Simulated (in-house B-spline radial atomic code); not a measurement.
Atomic self-consistent-field run: Se6+. Computed with a radial B-spline atomic code at the basis-set limit: non-relativistic PBE, spin-polarised, spherical fractional occupations, point nucleus.

Command:
```bash
python run_scf.py task.json out
```
Settings:
```
Z                34
configuration    [Ar] 3d10
hamiltonian      nr
method           pbe,pbe
spin_polarised   True
```

Output (hartree, bohr):
```
 radial grid: 45 intervals, B-splines of order 8, outer radius 10.2985 bohr

 iter        energy (Eh)    residual
    1       -2371.496210    9.75e-01
    2       -2379.470920    9.53e-01
    3       -2391.477202    1.46e-01
    4       -2391.847207    2.12e-02
    5       -2391.853438    6.87e-03
    6       -2391.853798    5.06e-03
    7       -2391.854218    1.63e-04
    8       -2391.854219    2.42e-06
    9       -2391.854219    4.58e-08

 total energy                     -2391.85422
 kinetic                            2390.5487
 electron-nucleus                  -5628.8782
 Hartree                             930.9051
 exchange-correlation                -84.4298

 orbital      occ     eigenvalue          <r>       <r^2>       <1/r>     <1/r^3>     <1/r^2>       r_max
 1s up      1.000      -455.3675    0.0449911   0.0027109     33.5006           -     2256.24     0.02971
 1s down    1.000      -455.3675    0.0449911   0.0027109     33.5006           -     2256.24     0.02971
 2s up      1.000       -60.6293     0.199958   0.0470707     7.40577           -     223.916      0.1681
 2s down    1.000       -60.6293     0.199958   0.0470707     7.40577           -     223.916      0.1681
 2p up      3.000       -54.7800     0.172741   0.0364681     7.38261     1150.01     74.3012      0.1333
 2p down    3.000       -54.7800     0.172741   0.0364681     7.38261     1150.01     74.3012      0.1333
 3s up      1.000       -10.7659     0.583169    0.390879     2.43215           -     36.3629      0.5114
 3s down    1.000       -10.7659     0.583169    0.390879     2.43215           -     36.3629      0.5114
 3p up      3.000        -8.7490     0.591013    0.408643      2.3199     162.719     11.6737      0.5039
 3p down    3.000        -8.7490     0.591013    0.408643      2.3199     162.719     11.6737      0.5039
 3d up      5.000        -5.1708     0.612439     0.46197      2.0663     20.5125     5.57786      0.4503
 3d down    5.000        -5.1708     0.612439     0.46197      2.0663     20.5125     5.57786      0.4503
```

Time taken, with all properties: 0.12 s on 1 thread of Arm Neoverse V1, with other jobs on the host.
